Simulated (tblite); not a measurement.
Species: C₅H₁₀FPSi.
Numbering: `[F:1][CH2:2][C:3]1=[CH:4][CH2:5][Si@@H:6]([PH2:7])[CH2:8]1` (hydrogens: H9, H10 on C2; H11 on C4; H12, H13 on C5; H14 on Si6; H15, H16 on P7; H17, H18 on C8)

Geometry (GFN2-xTB, Å), atoms numbered from 1 in this order:
```xyz
18
C5H10FPSi angstrom
F     -3.4512    0.0868   -0.4412
C     -2.3866    0.9218   -0.2108
C     -1.0945    0.1746   -0.0736
C     -0.9582   -1.1324   -0.2369
C      0.3926   -1.7553   -0.0783
Si     1.5378   -0.2898    0.3592
P      3.2073   -0.0828   -1.1323
C      0.1161    0.9974    0.2720
H     -2.3484    1.6214   -1.0565
H     -2.6167    1.4804    0.7057
H     -1.7955   -1.7675   -0.4837
H      0.6797   -2.2658   -1.0000
H      0.3607   -2.5196    0.6982
H      2.1127   -0.3698    1.7101
H      3.5950    1.1726   -0.6993
H      2.4134    0.4453   -2.1367
H      0.2719    1.7704   -0.4833
H     -0.0448    1.5185    1.2166
```

All values are computed: GFN2-xTB (tblite) harmonic vibrations without scaling, gas phase. The method is semi-empirical: single wavenumbers can be off by several per cent or more. Modes of hydrogen on phosphorus and silicon can be 10 to 20 % off. One conformer, not necessarily the lowest.

Harmonic wavenumbers (cm⁻¹): 27.1, 63.7, 71.0, 104.1, 156.1, 193.4, 219.1, 323.8, 394.8, 433.5, 496.9, 567.0, 576.0, 626.0, 672.8, 702.6, 736.0, 748.3, 752.3, 766.3, 849.3, 887.4, 953.5, 1038.0, 1054.0, 1086.6, 1106.4, 1134.6, 1138.6, 1210.8, 1211.9, 1243.5, 1275.6, 1333.4, 1433.8, 1457.8, 1461.7, 1738.7, 2191.0, 2293.8, 2377.8, 2894.5, 2914.9, 2953.6, 2956.4, 2979.7, 2986.8, 3088.9.

A = 3439, B = 635.8, C = 597.2 MHz; mass 148.027 u (most abundant isotopes); point group C1, symmetry number 1.

Question: What is the zero-point energy?

Answer: ½Σν̃ = 28942 cm⁻¹ = 82.75 kcal/mol.

Question: Entropy at 298.15 K, 1 bar (ideal gas, RRHO, classical rotation)?

Answer: Translation 40.91, rotation 29.89, vibration 32.51: S = 103.3 cal/(mol K).

Question: And Cp and H(298.15 K) − H(0)?

Answer: Cp = 39.38 cal/(mol K), of which vibrations give 31.43 (their classical limit is 48 R = 95.4); H(298.15 K) − H(0) = 7.19 kcal/mol without the zero-point energy, 4.82 from vibrations.

Question: Blend soft modes into free rotors: weight 1/[1 + (100 cm⁻¹/ν̃)⁴] for the oscillator and the rest for a rotor with moment μB/(μ + B), μ = h/(8π²ν), B = 10⁻⁴⁴ kg m². What vibrational entropy results?

Answer: 28.74 cal/(mol K) in place of 32.51, which changes −T·S at 298.15 K by +1.12 kcal/mol.

Question: What must be added to the electronic energy to get the Gibbs energy at 298.15 K and 1 bar?

Answer: ZPE + [H(298.15 K) − H(0)] − T·S = 82.75 + 7.19 − 30.80 = 59.14 kcal/mol.

Question: How do the functions run with temperature in this model?

Answer: 
```
 T (K)  S (cal/(mol K))  Cp (cal/(mol K))  H − H(0) (kcal/mol)  G − H(0) (kcal/mol)  ln q(vib)
    50             61.7              14.6                 0.55                -2.53       0.99
   100             73.4              19.6                 1.41                -5.93       2.58
373.15            113.0              46.8                10.42               -31.73      10.26
   500            128.2              57.1                17.04               -47.04      13.64
   750            154.2              71.2                33.23               -82.44      19.99
  1000            176.0              80.2                52.24              -123.79      25.83
```

q(vib) and H(0) count from the zero-point level.

Question: Which modes carry the vibrational entropy at 298.15 K?

Answer: 27.1 cm⁻¹: 6.03; 63.7 cm⁻¹: 4.34; 71.0 cm⁻¹: 4.13; 104.1 cm⁻¹: 3.38; 156.1 cm⁻¹: 2.60; 193.4 cm⁻¹: 2.19 cal/(mol K); the other 42 give 9.85 together.

Hindered rotation and anharmonicity are outside this model. Other conformers, if any are populated, would add a mixing term that is left out. The structure is chiral; the term R ln 2 for an equal mix with its mirror image is left out.
